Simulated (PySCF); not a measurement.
A structure optimised at PBE0-D3(BJ)/def2-SVP, used in a PySCF frequency run:

```
Ge
O 1 1.7912
H 2 0.9624 1 112.73
H 1 1.5389 2 102.87 3 -180.00
C 1 1.9504 4 111.45 2 117.83
H 5 1.0995 1 110.48 4 -58.06
H 5 1.1006 6 108.54 1 121.68
H 5 1.1008 6 108.51 7 117.27
C 1 1.9504 4 111.45 2 -117.83
H 9 1.0995 1 110.48 4 58.06
H 9 1.1006 10 108.54 1 -121.68
H 9 1.1008 10 108.51 11 -117.27
```

Write its SMILES, formula and point group.

[CH3][GeH]([CH3])[OH], C2H8GeO, Cs

What are its rotational constants (standard atomic weights)?

5.1603, 4.8558, 3.0734 GHz
